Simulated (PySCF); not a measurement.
Coordinates in bohr (charge 1 multiplicity 1):
```
Ta    0.0000    0.0000   -0.6338
S     3.1727    0.0000    1.7999
S    -3.1727    0.0000    1.7999
```

Method: PySCF, PBE0, basis Ta def2-TZVP with ECP60, S def2-TZVP (scalar-relativistic core potentials, no spin–orbit coupling, density fitting).

This geometry of TaS₂⁺ is a stationary point at this level.

Question: What is the point group?

Answer: C2v.

Question: Is it a minimum?

Answer: Yes: all harmonic wavenumbers are real.

Question: List the harmonic modes with their infrared intensities.

Answer: 
```tsv
symmetry	ω (cm⁻¹)	IR (km/mol)	type
a1	202	0.1	bend
b2	561	45.4	stretch
a1	582	1.9	stretch
```

Question: Give the ideal-gas entropy at 298.15 K and 1 bar by parts.

Answer: translation 177.5, rotation 105.6, vibration 13.0, spin 0.0; total 296.1 J/(mol K).

In C2v the vibrations span 2a1 + b2. Here b1 is antisymmetric to the molecular plane and b2 lies in it.

Only a few start shapes were tried, so a lower isomer may exist. No spin–orbit coupling is included, which matters more the heavier the element.
